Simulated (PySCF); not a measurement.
These are PBE-D3(BJ)/def2-TZVP // r2SCAN-D4/def2-TZVP (PySCF 2.14.0) values and carry that method's errors. Gas-phase values, no solvent. One relaxed conformer stands for a flexible species; it need not be the lowest. Excitations are Tamm–Dancoff values on a coarser integration grid. The basis has no diffuse functions, so Rydberg states are missing or too high.

Reference species (SMILES): `N/C(=N/C)O` (neutral, multiplicity 1).

```json
{
  "T1 excitation (TDA)": "5.06 eV",
  "HOMO": "-5.38 eV"
}
```

Changed species: `[H]/N=C(\N)OC`.

Problem. What does the change do to the T1 excitation (TDA) and HOMO?

Solution. the T1 excitation (TDA) goes up by 0.39 eV, to 5.45 eV; the HOMO decreases by 0.33 eV, to -5.71 eV.
